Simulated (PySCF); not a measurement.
Compound: dimethylsilanol, C2H8OSi.
Bonds: C1–Si2, Si2–C3, Si2–O4. Hydrogens: H5, H6, H7 on C1; H8 on Si2; H9, H10, H11 on C3; H12 on O4.

The calculation used PBE0-D3(BJ)/def2-SVP geometry optimisation, gas phase (PySCF 2.14.0).

Give the optimised bond lengths and angles.

```csv
bond,length (Å)
C1–Si2,1.875
Si2–C3,1.865
Si2–O4,1.676
C1–H5 and 5 like bonds,1.101
Si2–H8,1.502
O4–H12,0.961
```

Bonds in one row agree within 0.01 Å and their mean is given. A selection of angles:
```csv
angle,degrees
Si2–C1–H5,110.6
H5–C1–H6,108.1
C1–Si2–C3,111.2
C1–Si2–O4,111.3
C1–Si2–H8,108.4
C3–Si2–O4,105.7
C3–Si2–H8,110.5
O4–Si2–H8,109.7
Si2–C3–H11,110.3
Si2–O4–H12,116.3
```

Torsions: H12–O4–Si2–C1 64° (synclinal). The mirror-image conformer, all signs reversed, is as good.

O4 (silanol oxygen) is bent (angle 116.3°). Si2 (oxygen-bound silicon) is distorted tetrahedral (angles from 105.7° to 111.3°).

Stationary, but not proved a minimum. The numbers are those of one conformer (C1–Si2–O4–H 64°).
